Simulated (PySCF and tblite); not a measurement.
The numbers below are computed, except where a source is named.
## Dynamics report: rotation

System: C4H4FN2O (charge -1), numbered as in [CH3:1][O:2][c:3]1[cH:4][n:5][c:6]([F:7])[n-:8]1.

Motion: rotation about the C3–O2 bond (torsion C4–C3–O2–C1 from 180° to 359°, rising). Level: BHandHLYP/pcSseg-1 + D3(BJ) on PBE0-D3(BJ)/def2-SVP stationary points, with GFN2-xTB thermal terms. Rate constants are transition-state-theory values, counting equivalent paths, without tunnelling. Run with tblite and PySCF.

```tsv
point	symmetry	E(GFN2) kcal/mol	E(DFT) kcal/mol	ZPE change kcal/mol	lowest mode cm⁻¹
start	Cs	0.0	0.0	0.00	60
saddle	C1	3.1	3.0	-0.14	60i
end	Cs	2.5	1.4	0.06	51
```

* Electronic barrier: 3.0 kcal/mol
* Barrier with zero-point energy: 2.8 kcal/mol
* ΔH‡ (298 K): 2.3 kcal/mol
* ΔS‡ (298 K, symmetry apart): -3.8 cal/(mol K)
* Paths: 2 equivalent paths
* End point: a different minimum
* Mean lifetime of the start against this motion at 298 K: 26 ps
* Cost: 3.2 min on 1 thread of Arm Neoverse V1, shared host (rough), peak memory 0.75 GiB, launched as `OMP_NUM_THREADS=1 python ens_run.py task.json out`

```csv
T/K,ΔG‡ kcal/mol,k s⁻¹,ΔG kcal/mol,k back s⁻¹
150,3.0,2.4×10⁸,1.6,4.7×10¹⁰
200,3.1,3×10⁹,1.6,1.8×10¹¹
250,3.3,1.4×10¹⁰,1.7,4×10¹¹
298,3.4,3.9×10¹⁰,1.7,6.8×10¹¹
350,3.6,8.6×10¹⁰,1.7,1×10¹²
400,3.7,1.5×10¹¹,1.8,1.4×10¹²
500,4.1,3.5×10¹¹,1.9,2.2×10¹²
```

ΔG and ΔG‡ leave out symmetry numbers and mirror images; rates count paths: 2 out, 2 back.

The ion is treated without a counter-ion.
